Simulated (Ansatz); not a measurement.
C₂H₄FNOSi (`FC1([SiH3])N=CO1`) at its PBE0-D4/def2-TZVP geometry, where that method's forces vanish. The species carries charge 0 and has multiplicity 1.

```xyz
10

F    -1.0248    1.6693   -0.2834
C    -0.3439    0.5157   -0.2836
Si    0.5297    0.1591    1.3858
N     0.4737    0.2845   -1.4704
C    -0.3095   -0.7100   -1.6529
O    -1.2306   -0.6065   -0.6668
H     1.5565    1.2061    1.5922
H    -0.4913    0.2042    2.4592
H     1.1393   -1.1856    1.2761
H    -0.2991   -1.5368   -2.3561
```

(1) What forces (eV/Å) does r2SCAN-D4/def2-TZVPP give on these atoms in Ansatz 0.2.0? (Best estimate.)

## Answers

(1) The calculation gave: 
```
F1  -0.189  0.295 -0.005
C2   0.355  0.061  0.281
Si3  0.023 -0.017  0.037
N4   0.439  0.318 -0.167
C5   0.004 -0.285 -0.298
O6  -0.606 -0.368  0.155
H7  -0.024 -0.020 -0.005
H8   0.019  0.001 -0.021
H9  -0.013  0.029  0.003
H10 -0.009 -0.016  0.019
```
